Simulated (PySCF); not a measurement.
B(CCH)(F)2, SMILES C#CB(F)F (PBE0/def2-SVP optimised geometry):

```
6

B      0.327     1.053     0.000
C     -0.462    -0.254    -0.002
C     -1.088    -1.295    -0.004
H     -1.643    -2.218    -0.006
F      1.643     1.053     0.000
F     -0.285     2.218     0.000
```

Level of theory: PBE0/def2-TZVP in PySCF.

Question: What are the frontier orbital energies and the dipole moment?

Answer: HOMO-2 -12.07 eV, HOMO-1 -9.06 eV, HOMO -8.86 eV, LUMO -1.53 eV, LUMO+1 0.11 eV; dipole moment 1.95 D.

On the same geometry PBE/def2-TZVP (PySCF) gives HOMO-2 -10.09 eV, HOMO-1 -7.82 eV, HOMO -7.57 eV, LUMO -2.48 eV, LUMO+1 -0.91 eV; dipole moment 1.82 D.

Meta-Löwdin charges at PBE0/def2-TZVP: B1 0.64, C2 -0.16, C3 -0.11, H4 0.19, F5 -0.28, F6 -0.28.
